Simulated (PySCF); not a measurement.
How ionic is MSe along the alkali metals?

PBE0 in PySCF with def2-TZVPP on every atom (core potentials on Rb, Cs), for the lowest determinant that a PBE0 search found; no spin–orbit coupling. A negative dipole means M(+)Se(−).

| M | state (unpaired electrons) | Re (Å) | μ (D) |
| --- | --- | --- | --- |
| Na | doublet (π ↑) | 2.605 | -8.29 |
| K | doublet (π ↑) | 2.967 | -10.37 |
| Rb | doublet (π ↑) | 3.128 | -10.98 |
| Cs | doublet (π ↑) | 3.210 | -10.69 |

Question: Give the ionic character |μ|/(e·Re) of each, with 1 e·Å = 4.803 D, and the positive end.

Answer: NaSe 66 % (Na positive), KSe 73 % (K positive), RbSe 73 % (Rb positive), CsSe 69 % (Cs positive). Lone pairs and polarisation enter μ too, so this number is only a rough measure of charge transfer.

Spin–orbit coupling is left out. States were picked by a PBE0 search and need not be the measured ground states.
